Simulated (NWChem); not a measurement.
System: C2H4BFO2; SMILES FB1COCO1

Input file for NWChem:

```
start job
memory heap 200 mb stack 900 mb global 1100 mb
geometry units angstroms noautoz
  F     -0.075653     2.129269     0.016435
  B     -0.044018     0.810881     0.030750
  C     -1.228400    -0.230511    -0.020853
  O     -0.534350    -1.432461     0.293288
  C      0.812798    -1.255434    -0.004120
  O      1.117846     0.124654     0.082074
  H     -1.710942    -0.280565    -1.019230
  H     -2.028762    -0.069910     0.717837
  H      1.421284    -1.816980     0.722213
  H      1.059867    -1.594476    -1.031503
end
basis spherical
  * library aug-cc-pvdz
end
dft
  xc hfexch
  iterations 150
  semidirect filesize 400000000
  mulliken
end
task dft energy
```

Structure relaxed at the PBE0/def2-SVP level.

Task: Give the results of this calculation. (Hartree-Fock/aug-cc-pVDZ.) Quantities: basis functions; energy (Ha); highest occupied level (eV); orbital gap (eV); dipole (D).

Result: 
| Property | Result |
|---|---|
| number of basis functions | 174 |
| energy (Ha) | -352.06 |
| highest occupied level (eV) | -11.81 |
| orbital gap (eV) | 12.68 |
| dipole (D) | 1.22 |
